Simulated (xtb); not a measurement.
Input file for xtb: GFN2-xTB on H3NSSi (SMILES N[Si]S), a point of a torsion scan.

```
$ xtb mol.xyz --gfn 2 --opt vtight --chrg 0 --uhf 0 --input xcontrol
6

N     -1.36419912     0.11426419     0.36696229
Si     0.11373465    -0.58127571     1.03517422
S      1.89125084     0.38166718     0.32627729
H     -1.27228878     1.07495938    -0.00673811
H     -1.84822165    -0.55173261    -0.28024434
H      2.58740812     0.91487386     1.43913088
$constrain
  force constant=1.0
  dihedral: 1,2,3,6,120.0
$end
```

Output:

```
[...]
           -------------------------------------------------
          |                Calculation Setup                |
           -------------------------------------------------



           -------------------------------------------------
          |                 G F N 2 - x T B                 |
           -------------------------------------------------

        Reference                      10.1021/acs.jctc.8b01176
      * Hamiltonian:
        H0-scaling (s, p, d)           1.850000    2.230000    2.230000
        zeta-weighting                 0.500000
      * Dispersion:
        s8                             2.700000
        a1                             0.520000
        a2                             5.000000
        s9                             5.000000
      * Repulsion:
        kExp                           1.500000    1.000000
        rExp                           1.000000
      * Coulomb:
        alpha                          2.000000
        third order                    shell-resolved
        anisotropic                    true
        a3                             3.000000
        a5                             4.000000
        cn-shift                       1.200000
        cn-exp                         4.000000
        max-rad                        5.000000


          ...................................................
          :                      SETUP                      :
          :.................................................:
          :  # basis functions                  27          :
          :  # atomic orbitals                  25          :
          :  # shells                           11          :
          :  # electrons                        18          :
          :  max. iterations                   250          :
          :  Hamiltonian                  GFN2-xTB          :
          :  restarted?                      false          :
          :  GBSA solvation                  false          :
          :  PC potential                    false          :
          :  electronic temp.          300.0000000     K    :
          :  accuracy                    1.0000000          :
          :  -> integral cutoff          0.2500000E+02      :
          :  -> integral neglect         0.1000000E-07      :
          :  -> SCF convergence          0.1000000E-05 Eh   :
          :  -> wf. convergence          0.1000000E-03 e    :
          :  Broyden damping             0.4000000          :
          :  net charge                          0          :
          :  unpaired electrons                  0          :
          ...................................................

 iter      E             dE          RMSdq      gap      omega  full diag
   1     -9.4216199 -0.942162E+01  0.852E+00    2.16       0.0  T
   2     -9.4435161 -0.218962E-01  0.509E+00    2.25       1.0  T
   3     -9.4473035 -0.378735E-02  0.342E+00    1.99       1.0  T
   4     -9.4519430 -0.463955E-02  0.175E+00    2.13       1.0  T
   5     -9.4520464 -0.103356E-03  0.593E-01    2.17       1.0  T
   6     -9.4520696 -0.231864E-04  0.149E-01    2.22       1.0  T
   7     -9.4520019  0.676583E-04  0.205E-01    2.19       1.0  T
   8     -9.4520959 -0.939920E-04  0.398E-02    2.22       1.0  T
   9     -9.4520974 -0.148039E-05  0.180E-02    2.21       2.3  T
  10     -9.4520981 -0.754833E-06  0.516E-03    2.21       7.9  T
  11     -9.4520981 -0.453479E-08  0.263E-03    2.21      15.5  T
  12     -9.4520981 -0.101864E-07  0.258E-04    2.21     158.5  T
  13     -9.4520981  0.633982E-10  0.218E-04    2.21     186.9  T

   *** convergence criteria satisfied after 13 iterations ***

         #    Occupation            Energy/Eh            Energy/eV
      -------------------------------------------------------------
         1        2.0000           -0.7125900             -19.3906
       ...           ...                  ...                  ...
         3        2.0000           -0.5561160             -15.1327
         4        2.0000           -0.5172793             -14.0759
         5        2.0000           -0.4754975             -12.9389
         6        2.0000           -0.4363916             -11.8748
         7        2.0000           -0.3979911             -10.8299
         8        2.0000           -0.3722703             -10.1300
         9        2.0000           -0.3353696              -9.1259 (HOMO)
        10                         -0.2539993              -6.9117 (LUMO)
        11                         -0.1730830              -4.7098
        12                         -0.1639688              -4.4618
        13                         -0.1477500              -4.0205
        14                         -0.0418639              -1.1392
       ...                                ...                  ...
        25                          0.6384193              17.3723
      -------------------------------------------------------------
                  HL-Ga
[...]
         -0.2439225              -6.6375 (LUMO)
        11                         -0.1898434              -5.1659
        12                         -0.1443459              -3.9279
        13                         -0.1286845              -3.5017
        14                         -0.0370227              -1.0074
       ...                                ...                  ...
        25                          0.6390104              17.3884
      -------------------------------------------------------------
                  HL-Gap            0.0987012 Eh            2.6858 eV
             Fermi-level           -0.2932732 Eh           -7.9804 eV

 SCC (total)                   0 d,  0 h,  0 min,  0.008 sec
 SCC setup                      ...        0 min,  0.000 sec (  0.965%)
 Dispersion                     ...        0 min,  0.000 sec (  0.280%)
 classical contributions        ...        0 min,  0.000 sec (  0.111%)
 integral evaluation            ...        0 min,  0.001 sec ( 16.910%)
 iterations                     ...        0 min,  0.001 sec ( 14.689%)
 molecular gradient             ...        0 min,  0.005 sec ( 65.133%)
 printout                       ...        0 min,  0.000 sec (  1.635%)

         :::::::::::::::::::::::::::::::::::::::::::::::::::::
         ::                     SUMMARY                     ::
         :::::::::::::::::::::::::::::::::::::::::::::::::::::
         :: total energy              -9.419567046584 Eh    ::
         :: gradient norm              0.000020701064 Eh/a0 ::
         :: HOMO-LUMO gap              2.685797172786 eV    ::
         ::.................................................::
         :: SCC energy                -9.490823793701 Eh    ::
         :: -> isotropic ES            0.024626440015 Eh    ::
         :: -> anisotropic ES         -0.002025805838 Eh    ::
         :: -> anisotropic XC         -0.001739655474 Eh    ::
         :: -> dispersion             -0.003222677339 Eh    ::
         :: repulsion energy           0.071249700040 Eh    ::
         :: add. restraining           0.000007047077 Eh    ::
         :: total charge               0.000000000000 e     ::
         :::::::::::::::::::::::::::::::::::::::::::::::::::::

           -------------------------------------------------
          |                Property Printout                |
           -------------------------------------------------

    * Orbital Energies and Occupations

         #    Occupation            Energy/Eh            Energy/eV
      -------------------------------------------------------------
         1        2.0000           -0.7027118             -19.1218
         2        2.0000           -0.6448282             -17.5467
         3        2.0000           -0.5675443             -15.4437
         4        2.0000           -0.5230266             -14.2323
         5        2.0000           -0.4675692             -12.7232
         6        2.0000           -0.4280587             -11.6481
         7        2.0000           -0.4079189             -11.1000
         8        2.0000           -0.3587965              -9.7634
         9        2.0000           -0.3426238              -9.3233 (HOMO)
        10                         -0.2439225              -6.6375 (LUMO)
        11                         -0.1898434              -5.1659
        12                         -0.1443459              -3.9279
        13                         -0.1286845              -3.5017
        14                         -0.0370227              -1.0074
        15                         -0.0141191              -0.3842
        16                          0.0056731               0.1544
        17                          0.0169722               0.4618
        18                          0.0270957               0.7373
        19                          0.0603085               1.6411
        20                          0.0756292               2.0580
       ...                                ...                  ...
        25                          0.6390104              17.3884
      -------------------------------------------------------------
                  HL-Gap            0.0987012 Eh            2.6858 eV
             Fermi-level           -0.2932732 Eh           -7.9804 eV

     #   Z          covCN         q      C6AA      α(0)
     1   7 N        2.542    -0.371    29.611     8.081
     2  14 Si       1.686     0.425   183.747    28.818
     3  16 S        1.789    -0.497   163.414    21.516
     4   1 H        0.860     0.173     1.253     1.754
     5   1 H        0.861     0.141     1.463     1.895
     6   1 H        0.923     0.129     1.541     1.941
Note: The following floating-point exceptions are signalling: IEEE_UNDERFLOW_FLAG IEEE_DENORMAL
normal termination of xtb

 Mol. C6AA /au·bohr⁶  :       1224.523030
 Mol. C8AA /au·bohr⁸  :      57493.617667
 Mol. α(0) /au        :         64.005652


Wiberg/Mayer (AO) data.
largest (>0.10) Wiberg bond orders for each atom

 ---------------------------------------------------------------------------
     #   Z sym  total        # sym  WBO       # sym  WBO       # sym  WBO
 ---------------------------------------------------------------------------
     1   7 N    3.298 --     2 Si   1.353     5 H    0.969     4 H    0.942
     2  14 Si   2.390 --     1 N    1.353     3 S    1.001
     3  16 S    2.016 --     2 Si   1.001     6 H    0.972
     4   1 H    0.970 --     1 N    0.942
     5   1 H    0.980 --     1 N    0.969
     6   1 H    0.983 --     3 S    0.972
 ---------------------------------------------------------------------------

Topologies differ in total number of bonds
Writing topology from bond orders to xtbtopo.mol

molecular dipole:
                 x           y           z       tot (Debye)
 q only:       -1.113      -0.776       0.681
   full:       -1.148      -0.218       0.416       3.153
molecular quadrupole (traceless):
                xx          xy          yy          xz          yz          zz
 q only:       -4.166      -2.104       1.318       1.918      -1.542       2.848
  q+dip:       -2.219      -2.550       0.042       3.521       0.611       2.178
   full:       -1.727      -1.479      -1.093       3.353       2.188       2.821

           -------------------------------------------------
          |                Geometry Summary                 |
           -------------------------------------------------

      molecular mass/u    :       77.1808116
   center of mass at/Å    :        0.6207797      -0.0185656       0.5063178
  moments of inertia/u·Å² :        0.2794537E+02   0.1181076E+03   0.1435433E+03
rotational constants/cm⁻¹ :        0.6032353E+00   0.1427312E+00   0.1174394E+00

 * 4 selected distances

     #   Z          #   Z                                           value/Å
     1   7 N        2  14 Si                                      1.7034609 (max)
     1   7 N        4   1 H                                       1.0117005
     1   7 N        5   1 H                                       1.0063478 (min)
     3  16 S        6   1 H                                       1.3244892

 * 3 distinct bonds (by element types)

   Z      Z             #   av. dist./Å        max./Å        min./Å
   1 H    7 N           2     1.0090242     1.0117005     1.0063478
   7 N   14 Si          1     1.7034609     1.7034609     1.7034609
   1 H   16 S           1     1.3244892     1.3244892     1.3244892


optimized geometry written to: xtbopt.xyz


           -------------------------------------------------
          | TOTAL ENERGY               -9.419567046584 Eh   |
          | GRADIENT NORM               0.000020701064 Eh/α |
          | HOMO-LUMO GAP               2.685797172786 eV   |
           -------------------------------------------------

------------------------------------------------------------------------
------------------------------------------------------------------------
 total:
 SCF:
 ANC optimizer:
```

The run finished.

Warnings raised: the energy holds the restraint's term.

Cost: very roughly 0.16 core-seconds.
